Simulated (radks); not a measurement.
Values are calculated unless marked as measured or tabulated.
The holmium ion Ho2+, 65 electrons, occupied as [Xe] 4f10 6p1 (not the ground configuration). Level of theory: scalar-relativistic Kohn-Sham, PBE, spin-polarised, spherical densities, point nucleus; open shells are filled with parallel spins first (spin-orbit coupling, left out, can overturn this in heavy ions) (a radial shooting solver on a logarithmic mesh with Libxc functionals).

Normalised radial functions P(r) = r R(r), r in bohr:

r,5p down,4f down
0.001619,0.0025,0.0000
0.002211,0.0043,0.0000
0.002997,0.0072,0.0000
0.004095,0.0122,0.0000
0.005549,0.0202,0.0000
0.007581,0.0334,0.0000
0.01027,0.0533,0.0000
0.01404,0.0835,0.0001
0.01902,0.1235,0.0004
0.02578,0.1706,0.0013
0.03522,0.2135,0.0039
0.04774,0.2232,0.0107
0.06521,0.1614,0.0287
0.08838,0.0074,0.0698
0.1207,-0.2046,0.1586
0.1636,-0.3232,0.3164
0.2236,-0.1808,0.5617
0.303,0.1958,0.8425
0.4139,0.4799,1.0703
0.561,0.2877,1.1223
0.7664,-0.3189,0.9792
1.039,-0.8399,0.7315
1.419,-0.9325,0.4664
1.923,-0.6413,0.2542
2.627,-0.2771,0.1100
3.561,-0.0746,0.0372
4.864,-0.0097,0.0078
6.592,-0.0005,0.0009
9.006,0.0000,0.0000
12.21,0.0000,0.0000

5p down: eigenvalue -46.216 eV, 3 radial nodes at r = 0.0894, 0.262, 0.659 bohr, <r> = 1.47 bohr, 90 % of the charge inside 2.15 bohr. 4f down: eigenvalue -25.605 eV, 0 radial nodes, <r> = 0.800 bohr, 90 % of the charge inside 1.38 bohr.
